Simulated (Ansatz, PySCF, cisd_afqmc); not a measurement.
System: BeCl2, charge 0, singlet. BeCl2 (SMILES [Cl][Be][Cl]).
B3LYP-D3(BJ)/def2-TZVP minimum from Ansatz (an electronic-structure program):
```
Be
Cl 1 1.8041
Cl 1 1.8041 2 180.00
```
Charge 0, spin multiplicity 1.

Atomisation energy term by term, kcal/mol (programs: Ansatz, cisd_afqmc). Radicals and triplets start from unrestricted determinants; spin-orbit coupling is neglected. Correlated methods leave the cores frozen. No relativity. The Monte Carlo rows (phaseless AFQMC, CISD trial, step 0.005/hartree) carry one-sigma bars that omit the constraint's bias. Outlying blocks are dropped, and bars are widened where a walk drifts. Over all cases where full CI ran beside it in this data, AFQMC minus full CI had a median of +0.1 mEh and passed +0.4 mEh in a tenth of the cases. CBS(X,Y): correlation extrapolated as X^-3, Hartree-Fock from the larger set. A bracket is a step between two methods taken in the basis named. For partners of very few electrons the exact lower level stands in for a higher one. The restricted determinant of Be ([Be], singlet) is unstable towards broken spin symmetry in at least one set run.

```csv
term,basis,kcal/mol
Hartree-Fock,def2-QZVPP,186.12
CCSD correlation,"CBS(def2-TZVPP,def2-QZVPP)",32.91
(T),"CBS(def2-TZVPP,def2-QZVPP)",5.22
CCSDT(Q) - CCSD(T),def2-TZVPP,0.05
CCSDTQ - CCSDT(Q),def2-SVP,-0.01
minus zero-point energy,"harmonic, PySCF's Hessian at B3LYP-D3(BJ)/def2-TZVP",-2.85
sum: D0,,221.4
```

The step beyond CCSD(T) by other levels: CCSDTQ in def2-SVP 0.27; AFQMC/CISD in def2-SVP 0.53 ± 0.17; CCSDT(Q) in def2-SVP 0.28 kcal/mol.
